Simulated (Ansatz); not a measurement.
`ClC[SiH2]Cl` + `NCN[SiH2]N` → `N[SiH](Cl)CCl` + `NCN[SiH3]`  (redistribution)

Calculated with Ansatz (gas phase, PBE0-D4/def2-TZVP geometries, no zero-point term in ΔE). CCSD(T)/CBS adds triple-zeta CCSD(T) − MP2 to the extrapolated MP2 energy (def2 sets, frozen cores). Functionals use def2-TZVPP. B3LYP here is the variant with VWN-RPA as its local correlation; programs differ in this. One conformer a species, not always the lowest.

```
             level  ΔE (kcal/mol)  difference from CCSD(T)/CBS
            PBE-D4           -1.0                         -0.2
         r2SCAN-D4           -1.2                         -0.4
           PBE0-D4           -1.2                         -0.4
          B3LYP-D4           -1.4                         -0.6
           ωB97X-V           -1.2                         -0.4
           ωB97M-V           -1.1                         -0.3
            B2PLYP           -0.5                          0.3
               PBE           -0.4                          0.4
            r2SCAN           -1.1                         -0.3
              PBE0           -0.6                          0.2
             B3LYP           -0.3                          0.5
     HF/def2-TZVPP           -0.6                          0.2
    MP2/def2-TZVPP           -0.9                         -0.1
SCS-MP2/def2-TZVPP           -0.8                          0.0
   CCSD/def2-TZVPP           -0.8                          0.0
CCSD(T)/def2-TZVPP           -0.8                          0.0
     HF/def2-QZVPP           -0.5                          0.3
    MP2/def2-QZVPP           -0.9                         -0.1
SCS-MP2/def2-QZVPP           -0.7                          0.1
      HF/CBS(def2)           -0.5                          0.3
     MP2/CBS(def2)           -0.9                         -0.1
    CCSD/CBS(def2)           -0.7                          0.1
       CCSD(T)/CBS           -0.8                            0
```

Largest T1 diagnostic among the species: 0.010.

The D4 term adds −1.1 kcal/mol with B3LYP and −0.6 kcal/mol with PBE0; it sums over pairs of atoms, weighted by their polarisabilities, and B3LYP, whose exchange is more repulsive, gets the larger term.
